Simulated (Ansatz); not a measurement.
Calculated with Ansatz (gas phase, PBE0-D4/def2-TZVP geometries, no zero-point term in ΔE). CCSD(T)/CBS is the MP2 limit (def2-TZVPP, def2-QZVPP) plus CCSD(T) − MP2 in def2-TZVPP, frozen cores. This one scheme is used for every species. Functionals use def2-TZVPP. For Ge outer-core shells are correlated without core-valence functions, which leaves a few kJ/mol of doubt a bond. Scalar relativity is left out up to krypton. Each species was taken in one conformer, which may not be the lowest.

Consider the ligand exchange at a Ge–O bond: `[OH][GeH2][CH2][SiH3]` + PH₃ → `[SiH3][CH2][GeH2][PH2]` + H₂O.

CCSD(T)/CBS gives -0.6 kcal/mol.

(1) Another level gave +0.1 kcal/mol. Which?
A. HF/def2-TZVPP
B. PBE0-D4/def2-TZVPP
C. r2SCAN-D4/def2-TZVPP
D. ωB97X-V/def2-TZVPP

Largest T1 diagnostic among the species: 0.013.

## Answers

(1) C. r2SCAN-D4 0.1, ωB97X-V 1.7, PBE0-D4 -2.0, HF/def2-TZVPP 5.1 kcal/mol.

In def2-TZVPP, CCSD(T) changes the Hartree–Fock value by −4.3 kcal/mol (the triples alone add −0.6 kcal/mol) and MP2 by −5.0 kcal/mol. The D4 term adds −1.3 kcal/mol with B3LYP and −0.8 kcal/mol with PBE0; it sums over pairs of atoms, weighted by their polarisabilities, and B3LYP, whose exchange is more repulsive, gets the larger term.

B3LYP here is the variant with VWN-RPA as its local correlation; programs differ in this.
